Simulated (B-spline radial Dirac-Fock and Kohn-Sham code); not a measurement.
**Binding energies of Gd¹⁴⁺ at several levels of theory**

System: Gd¹⁴⁺, configuration [Kr] 4d10 4f2 5s2.

The density-functional columns are spherical, spin-unpolarised Dirac-Kohn-Sham results without Breit or QED terms: −ε is minus the orbital energy of the initial state and ΔSCF the difference of two total energies. The reference in the last column comes from relaxed Dirac-Fock hole states (ΔSCF) with Breit and QED corrections and a finite nucleus. All numbers are from a B-spline atomic structure program, in eV; a selection of levels is shown. The Kohn-Sham columns are given as differences from the reference. For the 1s level of heavy atoms much of the gap between ΔSCF and the reference is the Breit and QED part, -215.7 eV here; for other levels the error of the functional can be larger.

```
level  LDA −ε − DF  LDA ΔSCF − DF  Dirac-Fock
   1s       -265.3         +202.5     50557.6
   2s       -153.9          -60.6      8704.2
2p1/2       -115.3           +0.3      8252.8
2p3/2       -122.8          -17.8      7565.3
   3s        -81.9          -46.4      2211.6
3p1/2        -66.5          -29.4      2016.7
3p3/2        -65.5          -30.2      1873.1
3d3/2        -45.4           -5.6      1541.7
3d5/2        -46.0           -6.9      1511.3
   4s        -41.0          -22.3       695.4
4p1/2        -32.5          -14.0       616.1
4p3/2        -32.4          -14.5       582.1
4d3/2        -18.2           -0.7       450.2
4d5/2        -18.3           -1.0       443.9
   4f        -13.9           +2.8       296.3
   5s         -4.1           +6.1       284.9
```

Values without a named source are computed, but for edge energies of neutral atoms, which are taken from tables.
